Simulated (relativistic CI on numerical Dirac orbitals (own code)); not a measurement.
# How well does a small relativistic CI reproduce Eu II?

Calculated at this level of theory: Dirac-Coulomb-Breit CI, separate exchange-only KLI orbitals for each configuration, a model potential for QED, valence Slater integrals scaled by 0.85, P86 correlation energy added to each configuration (own radial code, finite nucleus).

Configuration list (outside the closed core [Xe]): 4f7.6s, 4f7.5d, 4f7.6p, 4f6.6s2, 4f8, 4f7.7s, 4f7.7p, 4f6.7s2, 4f5.6s.7s2. The list is cut by size and lacks configurations that can hold low levels.

```
Configuration  Term (tabulated)  J  Measured (cm⁻¹)  Computed  Error  Purity (%)
       4f7.6s             a 9S°  4              0.0         0      0          98
       4f7.5d             a 9D°  2           9923.0      7930  -1993          97
       4f7.5d             a 9D°  3          10081.6      8029  -2052          97
       4f7.5d             a 9D°  4          10312.8      8171  -2142          97
       4f7.5d             a 9D°  5          10643.5      8366  -2278          97
       4f7.5d             a 9D°  6          11128.2      8631  -2497          98
       4f7.5d             a 7D°  5          16860.7     17624    763          96
       4f7.5d             a 7D°  4          17004.1     17553    549          96
       4f7.5d             a 7D°  3          17140.9     17575    434          96
       4f7.5d             a 7D°  2          17247.7     17617    370          97
       4f7.5d             a 7D°  1          17324.7     17659    335          98
```

Measured levels from NIST Handbook of Basic Atomic Spectroscopic Data (Sansonetti and Martin, J. Phys. Chem. Ref. Data 34, 1559 (2005)); pairs were made by configuration, J and term (by order where the table uses no LS term), so strongly mixed levels may be paired wrongly.

Mean error by configuration (cm⁻¹): 4f7.5d -851. Over the excited levels the mean absolute error is 1341 cm⁻¹ (10 of the 25 excited levels that our extract of the source holds in range could be paired, and the others can miss by more), and the median relative error of those above 1,000 cm⁻¹ is 12 %. Some levels of the ground configuration have no partner.
